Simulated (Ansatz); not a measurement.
Two isomers of C3H10Si2: A = `[SiH3]C1C[SiH2]C1`, B = `[SiH3]C[SiH]1CC1`.

Program: Ansatz. Geometries: PBE0-D4/def2-TZVP. ΔE: electronic, gas phase. CBS: MP2 limit from def2 TZ/QZ plus the TZ coupled-cluster correction, frozen cores. DFT in def2-TZVPP. B3LYP here is the variant with VWN-RPA as its local correlation; programs differ in this. One conformer a species, not always the lowest.

Question: Which isomer does CCSD(T)/CBS put lower? Give the gap. (An estimate is asked.)

Answer: The calculation gave: A, by 5.2 kJ/mol.

Question: Give E(B) − E(A) in kJ/mol with HF/def2-TZVPP, r2SCAN-D4, MP2/def2-TZVPP, B3LYP, CCSD(T)/def2-TZVPP, B2PLYP, PBE0-D4. (Best estimate.)

Answer: Ansatz gave: HF/def2-TZVPP 6.2, r2SCAN-D4 -6.0, MP2/def2-TZVPP 4.9, B3LYP -4.4, CCSD(T)/def2-TZVPP 5.8, B2PLYP -0.4, PBE0-D4 2.6. The order is the other way round with r2SCAN-D4, B3LYP.

Largest T1 diagnostic: 0.011.

From PBE to PBE0 (25 % exact exchange), in def2-TZVPP and without D4, E(B) − E(A) moves by +4.0 kJ/mol. The D4 term adds +7.1 kJ/mol with B3LYP and +3.5 kJ/mol with PBE0; it sums over pairs of atoms, weighted by their polarisabilities, and B3LYP, whose exchange is more repulsive, gets the larger term.
